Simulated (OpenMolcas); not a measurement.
Cr2+ among 6 point charges of -1 e arranged as an octahedron (Oh).

```json
{
  "Program": "OpenMolcas 26.06",
  "Method": "SS-CASPT2, IPEA 0.25 Eh, imaginary shift 0.1 Eh (closed shells correlated: 3s 3p)",
  "Basis": "ANO-RCC-VDZP [5s4p2d1f]",
  "Scalar Hamiltonian": "DKH2, point nucleus",
  "Active space": "4 electrons in 5 orbitals (3d)",
  "State averaging": "2S+1 = 5 even, 5 roots; 2S+1 = 3 even, 45 roots; 2S+1 = 1 even, 50 roots",
  "Spin-orbit coupling": "RASSI with atomic mean-field integrals over the reference wave functions"
}
```

All point charges move together. At R = 1.99 Å the first state of the same spin is 4400 cm-1, and at R = 2.16 Å it is 3130 cm-1.

A third run gives 5790 cm-1. What distance was it run at?

With a power law R^-n the two known points give n = -ln(3130 / 4400) / ln(2.16 / 1.99) = 4.15. Then R = 1.99 × (4400 / 5790)^(1/4.15) = 1.863 Å. The run was at 1.86 Å, so the estimate is off by +0.003 Å.

Roots that are degenerate in the reference are averaged as groups; the widest CASPT2 spread within a group is 490 cm-1 (the 3-fold group of multiplicity 3 near 47300 cm-1 above the lowest state of its run, R = 2.16). Shifts and gaps below about the spread of the groups concerned are not significant. An orbital doublet at a regular site is open to a Jahn-Teller distortion, which this geometry leaves out. Free-ion shares, where given, are those of the reference states; single-state CASPT2 does not remix them. The ground term spreads over less than 5000 cm-1, several times less than with real ligands, so orbital moments are less quenched and χT lies further from the spin-only value than at real sites (holds for R = 1.99; R = 2.16). Point charges carry no covalency, so the field is a model and not that of real ligands. No measured value stands beside these numbers.
